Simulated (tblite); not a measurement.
Species: C₂H₅BF₂O.
SMILES with atom numbers: `[CH3:1][B:2]([F:3])[O:4][CH2:5][F:6]` (hydrogens: H7, H8, H9 on C1; H10, H11 on C5)

Computed with GFN2-xTB (tblite), gas phase: L-BFGS steps from a force-field or distance-geometry start until the largest atomic force falls under 0.01 eV/Å.

Step 20: E = -590.0962 eV
```
atom  x, y, z in Å  |  force x, y, z in eV/Å
C1      1.9333    0.1231    0.3106   -0.081   0.006  -0.050
B2      0.4132    0.3464   -0.0771   -0.116   0.036   0.043
F3      0.0448    1.4013   -0.8150   -0.080  -0.062   0.023
O4     -0.5198   -0.5209    0.3537    0.106  -0.187   0.061
C5     -1.8968   -0.4311    0.4083    0.176   0.065   0.042
F6     -2.2274    0.0559    1.6439   -0.122   0.086  -0.091
H7      2.5390   -0.2212   -0.5253   -0.095   0.011  -0.019
H8      2.0046   -0.6213    1.0988    0.108   0.102  -0.004
H9      2.3809    1.0610    0.6440   -0.078  -0.163   0.029
H10    -2.3381   -1.4399    0.3543    0.128   0.098  -0.099
H11    -2.3283    0.2494   -0.3423    0.053   0.009   0.066
```

Step 21: E = -590.1030 eV
```
atom  x, y, z in Å  |  force x, y, z in eV/Å
C1      1.9323    0.1265    0.3117   -0.008  -0.019  -0.066
B2      0.4148    0.3493   -0.0670   -0.228   0.135   0.024
F3      0.0400    1.3941   -0.8200   -0.050  -0.107   0.045
O4     -0.5176   -0.5083    0.3819    0.160  -0.242   0.059
C5     -1.8939   -0.4313    0.4113    0.091   0.083   0.024
F6     -2.2550    0.0532    1.6386   -0.110   0.079  -0.062
H7      2.5227   -0.2167   -0.5336   -0.047  -0.020  -0.080
H8      2.0106   -0.6248    1.0902    0.103   0.074   0.051
H9      2.3992    1.0547    0.6417   -0.109  -0.114   0.053
H10    -2.3329   -1.4411    0.3448    0.165   0.100  -0.081
H11    -2.3148    0.2470   -0.3459    0.033   0.032   0.034
```

Step 22: E = -590.1145 eV
```
atom  x, y, z in Å  |  force x, y, z in eV/Å
C1      1.9296    0.1324    0.3130    0.098  -0.062  -0.089
B2      0.4133    0.3551   -0.0466   -0.293   0.206   0.015
F3      0.0263    1.3779   -0.8261   -0.028  -0.150   0.078
O4     -0.5108   -0.4947    0.4319    0.150  -0.227   0.040
C5     -1.8861   -0.4297    0.4157   -0.037   0.083   0.011
F6     -2.3008    0.0509    1.6274   -0.066   0.067  -0.046
H7      2.4916   -0.2086   -0.5500    0.012  -0.058  -0.152
H8      2.0214   -0.6299    1.0767    0.089   0.037   0.110
H9      2.4283    1.0432    0.6380   -0.150  -0.028   0.082
H10    -2.3210   -1.4397    0.3279    0.193   0.075  -0.053
H11    -2.2863    0.2457   -0.3540    0.033   0.057   0.005
```

Step 23: E = -590.1261 eV
```
atom  x, y, z in Å  |  force x, y, z in eV/Å
C1      1.9245    0.1379    0.3147    0.154  -0.107  -0.103
B2      0.4063    0.3582   -0.0234   -0.205   0.186   0.026
F3      0.0016    1.3552   -0.8250   -0.026  -0.121   0.080
O4     -0.5017   -0.4954    0.4764    0.098  -0.144   0.024
C5     -1.8736   -0.4255    0.4179   -0.154   0.038  -0.022
F6     -2.3335    0.0547    1.6115   -0.043   0.078   0.017
H7      2.4573   -0.1992   -0.5666    0.062  -0.088  -0.199
H8      2.0313   -0.6340    1.0661    0.074   0.021   0.126
H9      2.4482    1.0335    0.6340   -0.158   0.062   0.108
H10    -2.3058   -1.4325    0.3118    0.150   0.007  -0.039
H11    -2.2491    0.2498   -0.3635    0.047   0.068  -0.018
```

**Question.** Estimate the geometry and energy of step 24. (The exact step hangs on the optimiser's Hessian estimate; all steps are aligned on step 23, rigid shifts and turns removed.)

**Answer.** E = -590.1333 eV, largest force 0.197 eV/Å
```
atom  x, y, z in Å  |  force x, y, z in eV/Å
C1      1.9233    0.1399    0.3144    0.137  -0.093  -0.107
B2      0.3992    0.3633   -0.0034   -0.052   0.058   0.049
F3     -0.0179    1.3371   -0.8242   -0.032  -0.092   0.096
O4     -0.4937   -0.4985    0.5118   -0.066   0.031  -0.029
C5     -1.8667   -0.4215    0.4194   -0.124   0.007   0.022
F6     -2.3609    0.0595    1.6003    0.008   0.039  -0.033
H7      2.4326   -0.1941   -0.5830    0.068  -0.080  -0.160
H8      2.0405   -0.6375    1.0599    0.062   0.032   0.087
H9      2.4604    1.0277    0.6320   -0.157   0.075   0.092
H10    -2.2901   -1.4283    0.2978    0.083  -0.027  -0.018
H11    -2.2214    0.2550   -0.3712    0.074   0.049   0.000
```

The energy changes by -0.0073 eV. The first-order estimate −F·Δx gives -0.0112 eV and the mean of the old and new forces, exact on a quadratic surface, -0.0072 eV. The step makes an angle of 76° with the force vector and moves no atom by more than 0.036 Å.

The cost below is that of the whole relaxation. The run took 0.12 s of wall time on one thread, Intel Xeon 6975P-C (x86_64), shared host with 192 logical CPUs at a one-minute load of 102.
